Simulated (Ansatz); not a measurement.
BFH3N (SMILES NBF) moved off its minimum; all values from Ansatz (a quantum-chemistry and plane-wave program), cores frozen in correlated methods.
(charge 0, multiplicity 1)
```xyz
6

B     -0.08558    -0.54886     0.03403
H     -0.47700    -1.60949    -0.22529
F      0.85819    -0.15462     0.98996
N     -0.55261     0.58926    -0.92243
H     -0.29332     1.46845    -0.78009
H     -1.20766     0.49882    -1.51216
```

```
level               largest force (eV/Å)  on atom  rms difference from CCSD(T)/cc-pVTZ (eV/Å)  dipole (D)
------------------  --------------------  -------  ------------------------------------------  ----------
HF/def2-TZVPP                      11.20       N4                                       0.305        1.87
PBE/def2-TZVPP                     11.32       N4                                       0.186        1.86
r2SCAN/def2-TZVPP                  11.25       N4                                       0.033        1.85
B3LYP/def2-TZVPP                   11.21       N4                                       0.062        1.86
wB97M-V/def2-TZVPP                 11.32       N4                                       0.061        1.81
MP2/cc-pVTZ                        11.32       N4                                       0.034        1.82
CCSD(T)/cc-pVTZ                    11.29       N4                                       0.000        1.85
```

The differences count from one level among others, with limits of its own. Forces at CCSD(T)/cc-pVTZ (eV/Å):

```tsv
atom	Fx	Fy	Fz
B1	0.570	5.090	-1.717
H2	-0.013	-0.829	0.464
F3	-1.866	-1.167	-1.620
N4	5.851	-6.208	7.396
H5	1.477	4.355	0.892
H6	-6.019	-1.242	-5.415
```
